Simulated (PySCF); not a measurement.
Electron correlation in P²⁺ (phosphorus, charge +2)

[Ne] 3s2 3p1, 2P determinant. Calculation: PySCF 2.14, in x2c-QZVPPall with one added diffuse shell each of s, p, d, f type (10s7p5d3f1g, 86 functions); scalar relativity by spin-free X2C-1e. Frozen: 1s2; 11 electrons correlated.

```tsv
level	correlation energy (mhartree)
CCSD	-252.74
(T)	-3.25
CCSD(T)	-255.99
```

Diagnostics: T1 = 0.0076, D1 = 0.0300, largest double amplitude 0.100.

Cost of the coupled-cluster step: roughly 50 core-seconds, for 11 correlated electrons.

This basis was not built for core-valence correlation, so the inner-shell part is incomplete.
